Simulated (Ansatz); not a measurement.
Consider the atomization: `c1ccc2n[nH]nc2c1` → 6 C• + 5 H• + 3 N•.

Gas-phase electronic energies from Ansatz, PBE0-D4/def2-TZVP geometries. CBS: MP2 limit from def2 TZ/QZ plus the TZ coupled-cluster correction, frozen cores. This one scheme is used for every species, atoms too. DFT in def2-TZVPP. B3LYP here is the variant with VWN-RPA as its local correlation; programs differ in this. Open shells (•) are unrestricted, without spin–orbit coupling. Spin–orbit coupling would lower the free atoms: a little for C.

`c1ccc2n[nH]nc2c1`:

```xyz
14

C    -1.803   -0.496   -0.176
C    -1.653    0.879    0.147
C    -0.425    1.455    0.321
C     0.694    0.618    0.166
N     2.007    0.884    0.272
N     2.547   -0.282    0.021
N     1.770   -1.302   -0.240
C     0.544   -0.755   -0.156
C    -0.728   -1.327   -0.331
H    -2.804   -0.891   -0.301
H    -2.546    1.483    0.256
H    -0.310    2.503    0.567
H     3.549   -0.393    0.030
H    -0.841   -2.376   -0.576
```

```json
{"level": "LDA (SPW92)", "ΔE (kJ/mol)": "7982.1", "difference from CCSD(T)/CBS": "1327.9"}
{"level": "BLYP-D4", "ΔE (kJ/mol)": "6805.0", "difference from CCSD(T)/CBS": "150.8"}
{"level": "B97M-V", "ΔE (kJ/mol)": "6731.2", "difference from CCSD(T)/CBS": "77.0"}
{"level": "BHLYP-D4", "ΔE (kJ/mol)": "6404.1", "difference from CCSD(T)/CBS": "-250.1"}
{"level": "ωB97X-V", "ΔE (kJ/mol)": "6719.2", "difference from CCSD(T)/CBS": "65.0"}
{"level": "PBE", "ΔE (kJ/mol)": "7040.1", "difference from CCSD(T)/CBS": "385.9"}
{"level": "revPBE", "ΔE (kJ/mol)": "6726.4", "difference from CCSD(T)/CBS": "72.2"}
{"level": "r2SCAN", "ΔE (kJ/mol)": "6735.0", "difference from CCSD(T)/CBS": "80.8"}
{"level": "B3LYP", "ΔE (kJ/mol)": "6666.9", "difference from CCSD(T)/CBS": "12.7"}
{"level": "r2SCAN0", "ΔE (kJ/mol)": "6561.5", "difference from CCSD(T)/CBS": "-92.7"}
{"level": "BHLYP", "ΔE (kJ/mol)": "6356.6", "difference from CCSD(T)/CBS": "-297.6"}
{"level": "CAM-B3LYP", "ΔE (kJ/mol)": "6703.8", "difference from CCSD(T)/CBS": "49.6"}
{"level": "HF/def2-TZVPP", "ΔE (kJ/mol)": "4460.9", "difference from CCSD(T)/CBS": "-2193.3"}
{"level": "SCS-MP2/def2-TZVPP", "ΔE (kJ/mol)": "6609.3", "difference from CCSD(T)/CBS": "-44.9"}
{"level": "CCSD(T)/def2-TZVPP", "ΔE (kJ/mol)": "6450.9", "difference from CCSD(T)/CBS": "-203.3"}
{"level": "MP2/CBS(def2)", "ΔE (kJ/mol)": "6925.8", "difference from CCSD(T)/CBS": "271.6"}
{"level": "CCSD(T)/CBS", "ΔE (kJ/mol)": "6654.2", "difference from CCSD(T)/CBS": "0"}
```

Largest T1 diagnostic among the species: 0.011.

From PBE to PBE0 (25 % exact exchange), in def2-TZVPP and without D4, ΔE moves by −227.0 kJ/mol: exact exchange takes away binding that semilocal exchange gives to molecules. In def2-TZVPP, CCSD(T) changes the Hartree–Fock value by +1989.9 kJ/mol (the triples alone add +179.6 kJ/mol) and MP2 by +2261.5 kJ/mol; breaking electron pairs costs correlation energy, which Hartree–Fock lacks. The D4 term adds +67.0 kJ/mol with B3LYP and +35.4 kJ/mol with PBE0; it sums over pairs of atoms, weighted by their polarisabilities, and B3LYP, whose exchange is more repulsive, gets the larger term.

For atomizations the MP2-based limit and the directly extrapolated one differ by several kJ/mol either way, and by 10 to 25 for some Ge, Se and Sn compounds, so smaller differences from it don't rank the levels.
